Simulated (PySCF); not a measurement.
**Electron correlation in Co (cobalt, neutral)**

[Ar] 3d7 4s2, high-spin 4F determinant. Computed with PySCF 2.14 in pcseg-2 (6s4p3d2f1g, 56 functions), with the non-relativistic Hamiltonian (point nucleus). Frozen: [Ar]; 9 electrons correlated.

MP2 pair energies summed by pair of shells (mhartree):

```csv
pair,energy,share (%)
3d-3d,-158.71,73.9
3d-4s,-34.75,16.2
4s-4s,-21.20,9.9
```

Total MP2 correlation energy: -214.65 mhartree.

Same-spin part -82.96 and opposite-spin part -131.69 mhartree; SCS-MP2 scales them by 1/3 and 6/5 to -185.68 mhartree.
